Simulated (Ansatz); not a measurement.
Level of theory: Ansatz (a first-principles code) with frozen-core CCSD(T)/cc-pVDZ // B3LYP-D3(BJ)/def2-SVP. The restricted HF reference is unstable towards unrestricted orbitals.

Ansatz 0.2 input:
```yaml
crystal:
  periodic: [false, false, false]
  atoms:
    - { symbol: B, position_ang: [-3.811165, -0.239017, 0.180643] }
    - { symbol: C, position_ang: [-2.282431, -0.143118, 0.108193] }
    - { symbol: C, position_ang: [-1.484666, -0.288136, -1.061782] }
    - { symbol: C, position_ang: [-0.129475, -0.135263, -0.731546] }
    - { symbol: C, position_ang: [0.945519, -0.211618, -1.619718] }
    - { symbol: C, position_ang: [2.309239, -0.071343, -1.367257] }
    - { symbol: C, position_ang: [2.92655, 0.183409, -0.138706] }
    - { symbol: F, position_ang: [4.264029, 0.267365, -0.202116] }
    - { symbol: C, position_ang: [2.400822, 0.366468, 1.144033] }
    - { symbol: C, position_ang: [1.060165, 0.337109, 1.524708] }
    - { symbol: C, position_ang: [-0.075807, 0.122178, 0.741333] }
    - { symbol: C, position_ang: [-1.402316, 0.107245, 1.198618] }
    - { symbol: H, position_ang: [-4.458258, -0.458482, -0.815958] }
    - { symbol: H, position_ang: [-4.383887, -0.09496, 1.234851] }
    - { symbol: H, position_ang: [-1.866316, -0.487751, -2.063568] }
    - { symbol: H, position_ang: [0.678397, -0.409821, -2.663023] }
    - { symbol: H, position_ang: [2.999486, -0.166727, -2.208307] }
    - { symbol: H, position_ang: [3.14995, 0.55214, 1.916844] }
    - { symbol: H, position_ang: [0.869933, 0.506672, 2.589689] }
    - { symbol: H, position_ang: [-1.70977, 0.263649, 2.233069] }
basis:
  gaussian: { orbitals: cc-pVDZ }
correlation:
  method: ccsd_t
```

Output:

```
Functional definition: HF
1926 factors; integrals over basis functions are off by at most 1.2e-3 eV
mean field evaluation 1: about -13801.2918 eV, gradient 4.3e1 eV
mean field evaluation 2: about -13801.8548 eV, gradient 4.3e1 eV
mean field evaluation 4: about -13807.6504 eV, gradient 9.4e0 eV
mean field evaluation 8: about -13807.9261 eV, gradient 4.3e-1 eV
mean field evaluation 16: about -13807.9281 eV, gradient 2.9e-6 eV
mean field -13807.92812175 eV, -507.4319991246 hartree, gradient 2.9e-6 eV, S^2 0.000000; 0 other end points of the search recorded, 0 dependent functions left out; unrestricted orbitals would lower it
12 core orbitals not correlated
reference -13807.92812175 eV, -507.4319991246 hartree; 29, 29 occupied and 167, 167 virtual orbitals, 1926 factors
second order -42.55471134 eV of doubles, -0.00000000 eV of singles
cycle   1  -42.35555495 eV  change    2.0e-1 eV  update   1.9e-1
cycle   2  -43.61011288 eV  change    -1.3e0 eV  update   6.9e-2
cycle   3  -43.95311703 eV  change   -3.4e-1 eV  update   3.3e-2
cycle   4  -43.98471394 eV  change   -3.2e-2 eV  update   1.2e-2
cycle   5  -43.97495576 eV  change    9.8e-3 eV  update   6.9e-3
cycle   6  -43.97761020 eV  change   -2.7e-3 eV  update   3.1e-3
cycle   7  -43.97749352 eV  change    1.2e-4 eV  update   1.5e-3
cycle   8  -43.97702997 eV  change    4.6e-4 eV  update   6.3e-4
cycle   9  -43.97714020 eV  change   -1.1e-4 eV  update   3.1e-4
cycle  10  -43.97737460 eV  change   -2.3e-4 eV  update   1.1e-4
cycle  11  -43.97717480 eV  change    2.0e-4 eV  update   5.4e-5
cycle  12  -43.97721468 eV  change   -4.0e-5 eV  update   2.0e-5
perturbative correction -2.05362082 eV, -0.0754691730 hartree
Total energy: -13853.95895725 eV, -509.1236011282 hartree
```

Cost: roughly 16 core-minutes.
